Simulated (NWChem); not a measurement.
A series in which one site is exchanged, each optimised at PBE0/def2-SVP with NWChem, gas phase unless a solvent is named. All stand in one matching conformer (torsions within 35°), which need not be the lowest. For some, no frequency run checked for a minimum. def2 effective core potentials on Te, I; no spin-orbit coupling.

A: N[Te]F (NH$_{2}$TeF; site = F)
B: N[Te]Br (NH2TeBr; site = Br)
C: N[Te]I (NH2TeI; site = I)
D: [TeH]N (NH3Te; site = H)

```json
[
 {"quantity": "dipole (D), PBE0/def2-SVP", "A": "…", "B": "2.09", "C": "1.84", "D": "1.54"},
 {"quantity": "orbital gap (eV), PBE0/def2-SVP", "A": "…", "B": "4.07", "C": "3.72", "D": "5.40"},
 {"quantity": "vertical ionisation energy, ΔSCF, B3LYP/def2-SVP (eV)", "A": "…", "B": "8.38", "C": "8.19", "D": "8.64"},
 {"quantity": "static polarisability, B3LYP/def2-SVPD (bohr³)", "A": "…", "B": "75.5", "C": "91.4", "D": "52.6"}
]
```

Problem. What belongs in the gaps?

Solution. 
- dipole (D), PBE0/def2-SVP, A: 2.26
- orbital gap (eV), PBE0/def2-SVP, A: 4.72
- vertical ionisation energy, ΔSCF, B3LYP/def2-SVP (eV), A: 8.60
- static polarisability, B3LYP/def2-SVPD (bohr³), A: 49.8
